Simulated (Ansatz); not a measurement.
Molecule: InCl₃, net charge 0, singlet state. 
Geometry from a B3LYP-D3(BJ)/def2-TZVP (Ansatz, a first-principles code) optimisation:
```xyz
4

In     0.0000     0.0000     0.0000
Cl     2.2440    -0.2968    -0.4832
Cl    -0.9240    -1.0046     1.8692
Cl    -1.3200     1.3014    -1.3860
```
Charge 0, spin multiplicity 1.

Quantity: vertical triplet-singlet gap (E(triplet) - E(singlet); each state is the SCF solution reached for its spin; the molecule has degenerate orbitals, so one determinant may break the symmetry), in kcal/mol. Cores are frozen in the correlated levels unless marked. Open shells are spin-unrestricted. No spin-orbit coupling. The frozen core is the preceding noble-gas configuration, with the filled d and f shells of earlier blocks. In def2 rows, elements after Kr have scalar-relativistic effective core potentials. CBS marks a two-point X^-3 extrapolation of the correlation energy; Hartree-Fock from the larger set. The bracket is a focal-point correction in the basis named.

| level | program | vertical triplet-singlet gap (kcal/mol) |
|---|---|---|
| SVWN5/def2-TZVPD | Ansatz | 92.2 |
| r2SCAN/def2-TZVPD | Ansatz | ___ |
| B3LYP/def2-TZVPD | Ansatz | ___ |
| PBE0/def2-TZVPD | Ansatz | 109.5 |
| BHLYP/def2-TZVPD | Ansatz | 118.9 |
| CAM-B3LYP/def2-TZVPD | Ansatz | ___ |
| wB97M-V/def2-TZVPD | Ansatz | ___ |
| wB97X-V/def2-TZVPD | Ansatz | 124.3 |
| B2PLYP/def2-TZVPD | Ansatz | 121.1 |
| SCS-MP2/def2-SVPD | Ansatz | 134.4 |
| SCS-MP2/def2-TZVPPD | Ansatz | 135.3 |
| RI-MP2/CBS(def2-TZVPPD,def2-QZVPPD)+[CCSD(T)-MP2]/def2-TZVPPD | Ansatz | 132.5 |

Task: What belongs in the gaps?

Result: 
- r2SCAN/def2-TZVPD, vertical triplet-singlet gap (kcal/mol): 101.6
- B3LYP/def2-TZVPD, vertical triplet-singlet gap (kcal/mol): 104.0
- CAM-B3LYP/def2-TZVPD, vertical triplet-singlet gap (kcal/mol): 116.0
- wB97M-V/def2-TZVPD, vertical triplet-singlet gap (kcal/mol): 123.0
